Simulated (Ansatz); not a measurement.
Ga(IMe)F3 (C5H8F3GaN2), relaxed as a singlet with RKS PBE-D4/def2-SVP in Ansatz, starting from the GFN2-xTB geometry. Force threshold 0.03 eV/Å.

Start:

```xyz
19

Ga    0.0408   -1.4605   -1.7365
C    -0.0610   -0.1281   -0.1690
N    -1.1041    0.3672    0.5024
C    -2.4851    0.0636    0.2430
C    -0.6567    1.2062    1.4796
C     0.6994    1.2199    1.3988
N     1.0429    0.3912    0.3745
C     2.3844    0.0947   -0.0469
H    -2.9174   -0.4711    1.0911
H    -3.0461    0.9847    0.0785
H    -2.5502   -0.5640   -0.6451
H    -1.3203    1.7218    2.1436
H     1.4243    1.7503    1.9822
H     2.3518   -0.3784   -1.0292
H     2.9690    1.0127   -0.1021
H     2.8563   -0.5942    0.6564
F     0.8232   -0.5053   -2.9861
F    -1.5665   -2.0199   -2.1418
F     1.1153   -2.6908   -1.0936
```

Problem. Estimate the energy that the relaxation releases and the steps that it takes.

Solution. 29.0 kJ/mol, in 13 steps; 14 s on 4 threads of AMD EPYC 9R45 on a shared host. The force fell under the threshold at step 7, but the optimiser went on and released 0.004 eV more. No frequencies were taken in this run, so the end may be a saddle point.

Problem. Does the start keep its bonding?

Solution. By distances, no bond broke or formed. The bond that changes most is Ga1–F18, from 1.75 to 1.80 Å (atoms count from 1).

Problem. Predict the relaxed structure.

Solution. 
```xyz
19

Ga   -0.0200   -1.5084   -1.6815
C    -0.0036   -0.1426   -0.1700
N    -1.0724    0.3154    0.5310
C    -2.4515   -0.0998    0.2767
C    -0.6623    1.2108    1.5037
C     0.7041    1.3114    1.3958
N     1.0833    0.4736    0.3612
C     2.4515    0.2607   -0.1092
H    -2.7767   -0.8343    1.0397
H    -3.1144    0.7851    0.3108
H    -2.4874   -0.5578   -0.7333
H    -1.3654    1.7078    2.1789
H     1.4241    1.9130    1.9588
H     2.3965   -0.1915   -1.1208
H     2.9777    1.2324   -0.1612
H     2.9927   -0.4160    0.5811
F     1.3896   -1.0386   -2.7020
F    -1.6302   -1.2749   -2.4574
F     0.1644   -3.1464   -1.0025
```
Bond lengths: 6 × C–N 1.36 to 1.46 Å; 3 × F–Ga 1.78 to 1.80 Å; 1 × C–C 1.37 Å; 1 × C–Ga 2.04 Å; 8 × C–H 1.09 to 1.11 Å.
